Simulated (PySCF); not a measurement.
## Solvent effects on NMR parameters

Cartesian coordinates in Å; atom numbers follow the order of the lines, from 1:
```xyz
20

C    -3.485    0.177   -0.350
C    -2.095   -0.226    0.114
C    -1.015    0.759   -0.336
C     0.339    0.347    0.174
O     0.807    0.677    1.234
O     0.947   -0.493   -0.676
C     2.219   -1.003   -0.280
C     3.334   -0.033   -0.600
H    -3.767    1.165    0.046
H    -3.539    0.233   -1.449
H    -4.244   -0.546   -0.015
H    -2.070   -0.299    1.214
H    -1.844   -1.229   -0.270
H    -0.989    0.815   -1.434
H    -1.227    1.761    0.065
H     2.334   -1.942   -0.839
H     2.195   -1.228    0.797
H     4.309   -0.489   -0.369
H     3.324    0.236   -1.667
H     3.233    0.882    0.000
```

GIAO PBE0/pcSseg-1 in PySCF on one PBE0-D3(BJ)/def2-SVP conformer, non-relativistic, equivalent nuclei averaged. Solvents enter as an IEF-PCM continuum (benzene with ε = 2.3, methanol with ε = 32.6) around the gas-phase geometry. Shifts are referred to TMS computed in the same medium.

Gas phase, δ in ppm: C4 178.1, C7 60.8, C3 40.8, C2 24.6, C1 16.9, C8 15.8, H16/H17 3.99, H14/H15 1.94, H12/H13 1.52, H18/H19/H20 1.20, H9/H10/H11 1.03. Dipole moment 1.80 D.

(1) How does each δ change in the continuum?

(2) Which nuclei move most (in ppm), and what does the model miss?

Results:

(1) 
```
      atoms                             environment  Δδ, benzene  Δδ, methanol
         C4                   ester carbonyl carbon         +2.1          +4.6
         C7                     sp3 CH2 bonded to O         +0.7          +1.5
         C3                 sp3 CH2 α to a carbonyl         +0.5          +1.2
         C2                                 sp3 CH2         +0.5          +1.1
         C1                           methyl carbon         +0.1          +0.2
         C8                           methyl carbon         +0.3          +0.6
    H16/H17      hydrogen on an sp3 CH2 bonded to O        +0.05         +0.10
    H14/H15  hydrogen on an sp3 CH2 α to a carbonyl        +0.06         +0.13
    H12/H13                  hydrogen on an sp3 CH2        +0.01          0.00
H18/H19/H20             hydrogen on a methyl carbon        +0.01         +0.02
 H9/H10/H11             hydrogen on a methyl carbon        +0.02         +0.03
```

Changes are relative to the gas phase. The dipole moment becomes 2.03 D in benzene, 2.34 D in methanol.

(2) C4 (ester carbonyl carbon, +4.6 ppm) in methanol. A continuum only polarises the solute; specific hydrogen bonds, the anisotropy of aromatic solvents and changes of geometry or conformer are outside it.
